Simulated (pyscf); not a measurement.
**H₂N–InH–Cl, singlet**

Gas-phase minimum from PySCF at ωB97X-D3(BJ)/def2-SVP, one conformer. 

```xyz
6

N     -2.0158    -0.1258     0.4502
In    -0.2785     0.2275    -0.4627
Cl     0.6597    -1.7870    -1.2247
H     -2.6357     0.5836     0.8220
H     -2.4168    -1.0547     0.5105
H      0.5542     1.6841    -0.7244
```

Bond lengths (Å): N1–In2 1.994, N1–H4 1.013, N1–H5 1.014, In2–Cl3 2.349, In2–H6 1.698. Bond angles (°): In2–N1–H4 125.3, In2–N1–H5 122.3, H4–N1–H5 112.2, N1–In2–Cl3 110.1, N1–In2–H6 130.5, Cl3–In2–H6 119.3.

Properties at ωB97X-D3(BJ)/def2-SVP:

```yaml
harmonic_wavenumbers_unscaled: 23, 123, 337, 373, 449, 478, 655, 707, 1515, 1915, 3630, 3741 cm⁻¹
zero_point_energy: 19.9 kcal/mol
rotational_symmetry_number: 1
Entropy of this conformer at 298 K and 1 atm, rigid rotor and harmonic oscillator, modes under 100 cm⁻¹ raised to 100: 327.7 J/(mol K)
dipole_moment: 3.15 D
```

Single-point totals, which compare only within one level (frozen core for MP2 and CC):

```
level                   total energy (hartree)
----------------------  ----------------------
ωB97X-D3(BJ)/def2-TZVP              -707.08132
PBE/def2-TZVP                       -706.72365
r²SCAN/def2-TZVP                    -706.99046
B3LYP-D3(BJ)/def2-TZVP              -707.07344
PBE0-D3(BJ)/def2-TZVP               -706.76707
M06-2X/def2-TZVP                    -706.87149
ωB97M-D3(BJ)/def2-TZVP              -707.07450
HF/def2-TZVPP                       -705.00020
MP2/def2-TZVPP                      -705.69361
CCSD/def2-TZVPP                     -705.71467
CCSD(T)/def2-TZVPP                  -705.74049
```

The lowest mode is so soft that the shape along it may change with the basis. Soft torsions are taken as harmonic, which can shift the entropy by several J/(mol K). The CCSD(T) − MP2 part came from Ansatz, without density fitting, on the same reference. The frozen core leaves the outer d or s,p core shells of the metals and heavy elements correlated in the MP2 and CC values, and def2-TZVPP describes them poorly, so these totals are far from the basis limit. Elements past Kr carry the def2 core potentials, without spin-orbit coupling.
